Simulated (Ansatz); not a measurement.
Ansatz results at the PBE0-D4/def2-TZVP geometry: HOMO energy (PBE/def2-TZVPP) -6.48 eV; HOMO energy (ωB97M-V/def2-TZVPP) -9.95 eV; zero-point energy (PBE0-D4/def2-TZVP) 291.3 kJ/mol.

(1) Which molecule gave them?
A. `[CH3][Ge]([NH2])([F])[Cl]`
B. `[CH3][Ge]([CH3])([CH3])[Br]`
C. `[Cl][GeH3]`
D. `FC(F)(F)[O][GeH3]`

## Answers

(1) B. The others give `[Cl][GeH3]`: -7.39, -11.02, 64.4; `FC(F)(F)[O][GeH3]`: -7.93, -11.93, 112.0; `[CH3][Ge]([NH2])([F])[Cl]`: -6.62, -10.46, 174.5.
